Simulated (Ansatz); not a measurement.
Program: Ansatz 0.2.0.

A structure relaxed at PBE0-D4/def2-TZVP, charge 0, multiplicity 1:

| atom | x (Å) | y (Å) | z (Å) |
| --- | --- | --- | --- |
| O1 | 0.7891 | 1.2100 | -1.7840 |
| Si2 | -0.6438 | 1.3060 | -1.0346 |
| F3 | -0.8918 | 2.7308 | -0.3670 |
| N4 | -0.7113 | 0.1461 | 0.2335 |
| Si5 | 0.3742 | -1.0809 | 0.6343 |
| O6 | 0.1664 | -1.4611 | 2.1904 |
| F7 | 1.8509 | -0.5738 | 0.3314 |
| F8 | 0.2380 | -2.3895 | -0.2481 |
| H9 | 1.5848 | 1.0705 | -1.2654 |
| H10 | -1.6913 | 1.1453 | -2.0526 |
| H11 | -1.4987 | 0.2247 | 0.8639 |
| H12 | 0.4335 | -2.3281 | 2.4983 |

(1) Give its formula and SMILES.

(2) Summarise the bond lengths by kind.

Answers

(1) F3H4NO2Si2, `O[SiH](F)N[Si](O)(F)F`.

(2) 2 × O–Si 1.615 to 1.620 Å; 2 × H–O 0.958 to 0.960 Å; 3 × F–Si 1.584 to 1.593 Å; 2 × N–Si 1.687 to 1.720 Å; 1 × H–Si 1.470 Å; 1 × H–N 1.012 Å.
